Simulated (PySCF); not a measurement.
B₂H₆O₄Si, SMILES OB(O)[SiH2]B(O)O.

Coordinates come from a B3LYP-D3(BJ)/def2-SVP optimisation. This is a generated structure with no PubChem entry under its InChIKey; it may be hypothetical. Other conformers were not sampled.

Vertical ionisation energy (IE) and electron affinity (EA) in eV. Rows of orbital energies are one-electron estimates. Where ΔSCF, EOM or ADC give a negative EA the extra electron is unbound and the value depends on the basis.

```json
[
 {"level": "−ε(HOMO), −ε(LUMO), r2SCAN/def2-TZVP (PySCF)", "IE": "6.73", "EA": "1.18"},
 {"level": "−ε(HOMO), −ε(LUMO), PBE/def2-TZVP (PySCF)", "IE": "6.47", "EA": "1.39"}
]
```
